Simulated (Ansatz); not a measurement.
Reaction (substitution at a C–Si bond): `C[SiH2]C(C)F` + H₂S → `CC(F)S` + `C[SiH3]`

Gas-phase electronic energies from Ansatz, PBE0-D4/def2-TZVP geometries. CCSD(T)/CBS adds triple-zeta CCSD(T) − MP2 to the extrapolated MP2 energy (def2 sets, frozen cores). This one scheme is used for every species. Functionals use def2-TZVPP. B3LYP here is the variant with VWN-RPA as its local correlation; programs differ in this. HSE06 is defined as in plane-wave codes. One conformer a species, not always the lowest.

`C[SiH2]C(C)F`:

Cartesian coordinates in Å:
```
C -0.467 -1.571 1.063
Si -0.402 -0.904 -0.680
C -0.228 0.992 -0.664
C 1.021 1.508 0.009
F -1.349 1.512 0.007
H -1.282 -1.099 1.616
H -0.636 -2.649 1.060
H 0.466 -1.378 1.597
H 0.767 -1.457 -1.424
H -1.641 -1.253 -1.425
H -0.279 1.375 -1.690
H 1.032 2.601 0.016
H 1.090 1.160 1.042
H 1.907 1.161 -0.529
```

H₂S:

```xyz
3

S    -0.301   -0.342    0.419
H     0.613   -0.619   -0.523
H    -0.311    0.961    0.103
```

`CC(F)S`:

Z-matrix (Å, degrees):
```
C
C 1 1.506
H 1 1.090 2 110.4
H 1 1.092 2 110.3 3 120.3
H 1 1.092 2 109.7 3 -120.3
F 2 1.384 1 108.6 3 176.4
S 2 1.800 1 114.3 3 -59.2
H 2 1.094 1 111.4 3 58.9
H 7 1.344 2 96.1 1 -45.3
```

`C[SiH3]`:

Z-matrix (Å, degrees):
```
C
Si 1 1.871
H 1 1.092 2 110.8
H 1 1.092 2 110.8 3 -120.0
H 1 1.092 2 110.8 3 120.0
H 2 1.488 1 110.7 3 -179.9
H 2 1.488 1 110.7 3 -59.9
H 2 1.488 1 110.7 3 60.1
```

```json
{"level": "LDA (SPW92)", "ΔE (kJ/mol)": "13.2", "difference from CCSD(T)/CBS": "-6.2"}
{"level": "PBE-D4", "ΔE (kJ/mol)": "15.9", "difference from CCSD(T)/CBS": "-3.5"}
{"level": "revPBE-D4", "ΔE (kJ/mol)": "15.4", "difference from CCSD(T)/CBS": "-4.0"}
{"level": "BLYP-D4", "ΔE (kJ/mol)": "18.2", "difference from CCSD(T)/CBS": "-1.2"}
{"level": "r2SCAN-D4", "ΔE (kJ/mol)": "16.5", "difference from CCSD(T)/CBS": "-2.9"}
{"level": "B97M-V", "ΔE (kJ/mol)": "16.0", "difference from CCSD(T)/CBS": "-3.4"}
{"level": "PBE0-D4", "ΔE (kJ/mol)": "17.2", "difference from CCSD(T)/CBS": "-2.2"}
{"level": "B3LYP-D4", "ΔE (kJ/mol)": "19.4", "difference from CCSD(T)/CBS": "0.0"}
{"level": "r2SCAN0-D4", "ΔE (kJ/mol)": "17.3", "difference from CCSD(T)/CBS": "-2.1"}
{"level": "HSE06-D4", "ΔE (kJ/mol)": "17.0", "difference from CCSD(T)/CBS": "-2.4"}
{"level": "BHLYP-D4", "ΔE (kJ/mol)": "20.2", "difference from CCSD(T)/CBS": "0.8"}
{"level": "CAM-B3LYP-D4", "ΔE (kJ/mol)": "19.7", "difference from CCSD(T)/CBS": "0.3"}
{"level": "ωB97X-V", "ΔE (kJ/mol)": "17.7", "difference from CCSD(T)/CBS": "-1.7"}
{"level": "ωB97M-V", "ΔE (kJ/mol)": "19.6", "difference from CCSD(T)/CBS": "0.2"}
{"level": "B2PLYP", "ΔE (kJ/mol)": "16.1", "difference from CCSD(T)/CBS": "-3.3"}
{"level": "PBE-QIDH", "ΔE (kJ/mol)": "15.8", "difference from CCSD(T)/CBS": "-3.6"}
{"level": "PBE", "ΔE (kJ/mol)": "13.0", "difference from CCSD(T)/CBS": "-6.4"}
{"level": "revPBE", "ΔE (kJ/mol)": "12.4", "difference from CCSD(T)/CBS": "-7.0"}
{"level": "BLYP", "ΔE (kJ/mol)": "13.7", "difference from CCSD(T)/CBS": "-5.7"}
{"level": "PBE0", "ΔE (kJ/mol)": "14.5", "difference from CCSD(T)/CBS": "-4.9"}
{"level": "B3LYP", "ΔE (kJ/mol)": "15.3", "difference from CCSD(T)/CBS": "-4.1"}
{"level": "r2SCAN0", "ΔE (kJ/mol)": "16.0", "difference from CCSD(T)/CBS": "-3.4"}
{"level": "HSE06", "ΔE (kJ/mol)": "14.4", "difference from CCSD(T)/CBS": "-5.0"}
{"level": "BHLYP", "ΔE (kJ/mol)": "16.5", "difference from CCSD(T)/CBS": "-2.9"}
{"level": "CAM-B3LYP", "ΔE (kJ/mol)": "16.7", "difference from CCSD(T)/CBS": "-2.7"}
{"level": "LC-ωPBE", "ΔE (kJ/mol)": "17.8", "difference from CCSD(T)/CBS": "-1.6"}
{"level": "RPA@PBE/def2-TZVPP", "ΔE (kJ/mol)": "18.8", "difference from CCSD(T)/CBS": "-0.6"}
{"level": "MP2/def2-SVP", "ΔE (kJ/mol)": "13.7", "difference from CCSD(T)/CBS": "-5.7"}
{"level": "CCSD/def2-SVP", "ΔE (kJ/mol)": "16.3", "difference from CCSD(T)/CBS": "-3.1"}
{"level": "CCSD(T)/def2-SVP", "ΔE (kJ/mol)": "15.0", "difference from CCSD(T)/CBS": "-4.4"}
{"level": "HF/def2-TZVPP", "ΔE (kJ/mol)": "15.1", "difference from CCSD(T)/CBS": "-4.3"}
{"level": "SCS-MP2/def2-TZVPP", "ΔE (kJ/mol)": "16.4", "difference from CCSD(T)/CBS": "-3.0"}
{"level": "CCSD/def2-TZVPP", "ΔE (kJ/mol)": "20.3", "difference from CCSD(T)/CBS": "0.9"}
{"level": "CCSD(T)/def2-TZVPP", "ΔE (kJ/mol)": "19.2", "difference from CCSD(T)/CBS": "-0.2"}
{"level": "HF/def2-QZVPP", "ΔE (kJ/mol)": "15.1", "difference from CCSD(T)/CBS": "-4.3"}
{"level": "MP2/def2-QZVPP", "ΔE (kJ/mol)": "17.3", "difference from CCSD(T)/CBS": "-2.1"}
{"level": "SCS-MP2/def2-QZVPP", "ΔE (kJ/mol)": "16.6", "difference from CCSD(T)/CBS": "-2.8"}
{"level": "HF/CBS(def2)", "ΔE (kJ/mol)": "15.1", "difference from CCSD(T)/CBS": "-4.3"}
{"level": "MP2/CBS(def2)", "ΔE (kJ/mol)": "17.4", "difference from CCSD(T)/CBS": "-2.0"}
{"level": "CCSD/CBS(def2)", "ΔE (kJ/mol)": "20.5", "difference from CCSD(T)/CBS": "1.1"}
{"level": "CCSD(T)/CBS", "ΔE (kJ/mol)": "19.4", "difference from CCSD(T)/CBS": "0"}
```

Largest T1 diagnostic among the species: 0.011.

Leaving LDA and LC-ωPBE aside and taking each functional with its dispersion term where it has one, the values spread over 4.8 kJ/mol, from revPBE-D4 to BHLYP-D4. The D4 term adds +4.1 kJ/mol with B3LYP and +2.7 kJ/mol with PBE0; it sums over pairs of atoms, weighted by their polarisabilities, and B3LYP, whose exchange is more repulsive, gets the larger term.

CCSD(T)/CBS has its own doubt, a few kJ/mol and more with outer-core shells, so smaller differences from it don't rank the levels.
